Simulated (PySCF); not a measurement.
# Tm (thulium, neutral) across methods

[Xe] 4f12 5d1 6s2, one real determinant (an excited configuration). Calculation: PySCF 2.14, in x2c-TZVPPall (11s7p7d4f2g, 113 functions); the spin-free X2C one-electron Hamiltonian (Gaussian nucleus).

```csv
method,E (hartree),mean ε 6s α (eV),mean ε 5d α (eV),mean ε 6s β (eV),Σ⟨r²⟩ (bohr²),⟨S²⟩
UHF,-13562.30995,-6.199,-5.784,-5.533,78.84,3.756
PBE,-13567.08,-4.594,-2.486,-4.196,75.95,3.751
r2SCAN,-13567.24,-4.651,-2.867,-4.235,76.16,3.756
LDA,-13557.91,-4.759,-2.459,-4.373,75.14,3.752
```

Question: Estimate the same row for PBE0.

Answer: E (hartree) = -13566.88; mean ε 6s α (eV) = -5.140; mean ε 5d α (eV) = -3.409; mean ε 6s β (eV) = -4.731; Σ⟨r²⟩ (bohr²) = 76.02; ⟨S²⟩ = 3.752.

⟨L²⟩ = 30.09 against 56 for a pure K term, so this real determinant mixes terms. Spin-orbit coupling, absent here, splits the open shell strongly.
